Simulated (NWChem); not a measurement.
# TiNH₂SF; SMILES [NH2][Ti]([F])=[S]

```xyz
6

Ti    -0.0266    -0.3114    -0.0975
S     -0.1943     1.7379     0.0365
F     -1.4330    -1.3671     0.0836
N      1.7212    -0.9199     0.0687
H      2.0040    -1.8947     0.1654
H      2.5369    -0.3179     0.1633
```
Atoms are numbered in this order, from 1.

All runs: NWChem. Geometry: optimised at PBE0/def2-SVP. Vertical excitations in the gas phase; the lowest state need not have the same character in each row.

```
level                    lowest excitation, singlet (eV)  orbital gap (eV)
-----------------------  -------------------------------  ----------------
PBE/def2-SVP, TDA                                   2.06              2.00
B3LYP/def2-SVP, TDA                                 2.23              3.56
BHandHLYP/def2-SVP, TDA                             2.70              6.07
```
